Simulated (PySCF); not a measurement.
[Y(NH3)]3+ at several levels of theory

Computed with PySCF 2.14.0 (density fitting, no spin-orbit coupling) at the geometry relaxed with PBE0:

```xyz
5
[Y(NH3)]3+ (singlet)
Y     0.0000    0.0000   -0.2886
N     0.0000    0.0000    1.9798
H     0.9444    0.0000    2.4364
H    -0.4722    0.8178    2.4364
H    -0.4722   -0.8179    2.4364
```

```tsv
level	basis	state	HOMO (eV)	gap (eV)	charge on Y1 (e)	dipole about the centre of mass (D)	largest force component (eV/Å)
PBE0	Y def2-SVP with ECP28, N def2-SVP, H def2-SVP	singlet	-28.26	7.40	2.40	1.87	0.01
TPSS	the same	singlet	-26.90	5.13	2.37	2.06	0.27
revPBE	the same	singlet	-26.85	4.87	2.35	2.20	0.36
```

Charges are Mulliken's, which hang on the basis. The relaxation used the grid (50, 194), these runs (75, 302) or, all-electron (x2c bases, spin-free X2C Hamiltonian), (99, 590).

Task: What does PBE0 with Y def2-TZVP with ECP28, N def2-TZVP, H def2-TZVP give here?

Result: state singlet, HOMO (eV) -28.19, gap (eV) 7.34, charge on Y1 (e) 2.47, dipole about the centre of mass (D) 1.91, largest force component (eV/Å) 0.37. Time: 5.3 s on 2 threads of Arm Neoverse N1, with other jobs on the host, from free ions and atoms.

In the first row's basis the gap widens with exact exchange: 4.9 to 5.1 eV for revPBE, TPSS (none); 7.4 eV for PBE0 (a fixed share).
